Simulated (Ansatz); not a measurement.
This geometry of C3H6O2Si (12 atoms, charge 0, multiplicity 1) is a first-order saddle point.

These are results of RKS PBE0-D4/6-31G in Ansatz 0.2.0, not measurements.

```xyz
12
Properties=species:S:1:pos:R:3
C -1.807 -1.264 0.516
C -0.713 -0.679 0.041
C 0.748 -0.758 0.451
Si 1.078 0.477 -1.015
O 1.364 2.256 -0.391
O -0.702 0.211 -1.066
H -1.752 -1.940 1.360
H -2.775 -1.078 0.066
H 0.978 -0.343 1.437
H 1.192 -1.753 0.362
H 1.738 1.876 -1.625
H 0.728 2.942 -0.102
```

Task: Which two structures does it join? (They come from a converged band through this point; their orientation in space is the band's.)

Result: Bonds broken: Si4–H11. Bonds formed: O5–H11.

First end point:

```xyz
12
Properties=species:S:1:pos:R:3
C -1.748 -1.310 0.438
C -0.714 -0.576 0.045
C 0.742 -0.537 0.491
Si 0.947 0.839 -0.834
O 1.257 2.451 -0.388
O -0.783 0.410 -0.984
H -1.636 -2.050 1.221
H -2.720 -1.190 -0.023
H 0.890 -0.233 1.530
H 1.294 -1.462 0.304
H 1.760 0.659 -2.067
H 0.789 2.944 0.300
```

Last end point:

```xyz
12
Properties=species:S:1:pos:R:3
C -1.737 -0.987 0.575
C -0.595 -0.593 0.016
C 0.857 -0.851 0.359
Si 1.337 0.045 -1.347
O 1.113 1.931 -0.502
O -0.522 0.201 -1.155
H -1.731 -1.585 1.478
H -2.692 -0.725 0.136
H 1.206 -0.314 1.249
H 1.122 -1.908 0.457
H 1.589 2.747 -0.719
H 0.130 1.985 -0.513
```

Task: How far does it lie above each of them?

Result: 2.67 eV above the first and 1.58 eV above the second. This is the barrier of this one path; another mechanism may lie lower. The orbitals stay closed-shell, which can raise the energy where a bond breaks towards radicals; this wasn't checked here. Limits of this set-up: no polarisation functions.

Run time: 3.9 min on 1 thread of Intel(R) Xeon(R) 6975P-C (Granite Rapids), with other jobs on the host, peak memory 0.17 GiB.
